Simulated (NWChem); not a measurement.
System: SiHCl, singlet; SMILES [SiH]Cl

Program: NWChem. Pople sets run with spherical d functions. Low-valent species are run as closed-shell singlets; no triplet was tried in these runs. Level B3LYP/6-31G*: optimisations from one semi-empirical or force-field start; each run changes one setting, and all end within 0.3 mHa of each other.

```json
[
 {"setting": "redundant internal coordinates, default thresholds", "optimisation steps": "5"},
 {"setting": "loose thresholds", "optimisation steps": "3"},
 {"setting": "tight thresholds", "optimisation steps": "6"},
 {"setting": "no line search", "optimisation steps": "5"}
]
```
